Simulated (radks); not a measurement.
Values are calculated unless marked as measured or tabulated.
Valence configurations of the holmium ion Ho+ (all share [Xe]). Level of theory: scalar-relativistic Kohn-Sham, PBE, spin-polarised, spherical densities, point nucleus; open shells are filled with parallel spins first (spin-orbit coupling, left out, can overturn this in heavy ions) (a radial shooting solver on a logarithmic mesh with Libxc functionals). Energies are relative to 4f11 6s1; eigenvalues in eV for spin up.

valence,E (eV),moment (Bohr magnetons),e(4f),e(5d),e(6p),e(6s)
4f11 6s1,0.000,4,-10.613,-,-,-9.326
4f10.5 5d0.5 6s1,1.083,5,-13.769,-7.943,-,-9.795
4f11 5d1,2.322,4,-9.009,-6.088,-,-
4f10 6s2,2.762,4,-19.512,-,-,-10.641
4f12,3.012,2,-4.453,-,-,-
4f11 6p1,3.575,4,-11.984,-,-6.484,-
4f10 6s1 6p1,6.141,6,-20.733,-,-7.574,-11.851
4f9 5d1 6s2,11.567,6,-27.121,-11.656,-,-11.407
4f9 5d1 6p2,19.534,8,-29.557,-13.749,-8.470,-
4f8 5d1 6s2 6p1,32.172,8,-39.594,-16.174,-8.602,-13.789

NIST lists [Xe] 4f11 6s1 as the ground configuration; this level of theory agrees among the configurations tried. The energies are those of spherical high-spin densities, not of single terms.
